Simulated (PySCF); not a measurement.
Species: sum formula H3SiO3, charge -1, multiplicity 1. It need not be the lowest isomer of its formula. Whether it binds its extra electron was not tested at this geometry. SMILES: [O-][SiH](O)O
Geometry from a B3LYP-D3(BJ)/def2-TZVP (Ansatz) optimisation:
```
Si
O 1 1.5590
O 1 1.6997 2 113.72
H 3 0.9626 1 106.31 2 8.06
O 1 1.6997 2 113.72 4 117.40
H 5 0.9626 1 106.31 2 -8.06
H 1 1.5023 2 119.40 6 123.01
```
Charge -1, spin multiplicity 1.

Dispersion corrections to the total energy (kcal/mol) from the dftd3 and dftd4 libraries through PySCF: D3(BJ) without and D4 with the three-body term, each with the damping fitted for the functional named.

| functional | D3(BJ) | D4 |
|---|---|---|
| PBE0 | -2.18 | -2.70 |
| B2GP-PLYP | -1.79 | -1.33 |
| LC-wPBE | -2.37 | -3.62 |
| B3LYP | -4.53 | ___ |
| TPSSh | ___ | -3.98 |
| BHLYP | -3.61 | -3.83 |
| r2SCAN | -0.66 | ___ |

Problem. Fill in the missing entries.

Solution. 
- B3LYP, D4: -5.28
- TPSSh, D3(BJ): -2.92
- r2SCAN, D4: -0.76
